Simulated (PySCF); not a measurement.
**Structure elucidation problem**

Molecular formula: C7H2FN. Simulated spectra:

1H NMR (400 MHz, computed): δ 3.86 (s, 1H), 3.58 (s, 1H).

13C{1H} NMR (computed): δ 170.1, 118.0, 107.8, 105.4, 94.9, 77.9, 76.3.

In vacuum, one conformer, relativity neglected. Coordinates at the GFN2-xTB level; PBE0/pcSseg-1 with gauge-including orbitals; PySCF.

δ = σ(ref) − σ, references computed at the same level: TMS for 1H (31.72 ppm) and 13C (186.93 ppm).

What is the structure?

Results:


The formula gives 7 degrees of unsaturation (no ring in the answer). 7 carbon signals for 7 carbons: no two carbons are equivalent. Carbon types of the structure: 5 × C, 2 × CH, which accounts for all hydrogens. δC 170.1, 94.9: fully substituted alkene carbon. δC 118.0: nitrile carbon; this is the usual window of a C≡N carbon, which has no attached hydrogen. δC 107.8, 105.4: terminal alkyne carbon. δC 77.9, 76.3: alkyne carbon; sp carbons lie upfield of alkene carbons because the cylindrical π system leaves one tensor component strongly shielded. δH 3.86, 3.58: hydrogen on a terminal alkyne carbon.

Structure: `InChI=1S/C7H2FN/c1-3-6(5-9)7(8)4-2/h1-2H/b7-6+`.

This is the structure that produced the data.

Splittings by 19F in the carbon and heteronuclear signals aren't shown, as no couplings were computed. Shifts are as computed. Against solution values, carbons near 30 ppm lie about +3 ppm off and those near 130 ppm about +5 ppm. Of 1211 compounds with measured shifts, 218 miss one by over three times the rms of a fit or turn the order of signals round; such compounds aren't used in these exercises. No couplings were computed; multiplicities are counted from neighbouring protons, with m where these are inequivalent, close in shift, in a saturated or five-membered ring or joined by F or P, and br s for small geminal =CH2 splittings.
